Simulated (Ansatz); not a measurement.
```yaml
atoms:
  - { symbol: C, position_ang: [0.0000, 0.0000, 0.0000] }
  - { symbol: C, position_ang: [0.0000, 0.0000, 1.3000] }
```

Basis set: pcseg-2 (spherical functions). Charge 0, multiplicity 1.

Computed with Ansatz (development build ahead of 0.2.0); each method stands on the lowest determinant of its kind that the runs found. Restricted functionals stand beside restricted open-shell atoms, which can lie above the unrestricted atoms usual in DFT and then raise those values.

The atomization energy at this shape (free ground-state atoms in the same class of orbitals less the molecule, no zero-point energy) of singlet C2:

```json
{"method": "PBE (unrestricted)", "atomization energy": "156.51 kcal/mol"}
{"method": "PBE0 (unrestricted)", "atomization energy": "142.36 kcal/mol"}
```

Problem. What does PBE0 (restricted) give?

Solution. 120.55 kcal/mol. Caution for PBE (unrestricted), PBE0 (unrestricted): the unrestricted determinant is a mixture of spin states. Caution for PBE0 (restricted): an unrestricted determinant lies well below.

The shape needn't be a minimum at these levels.
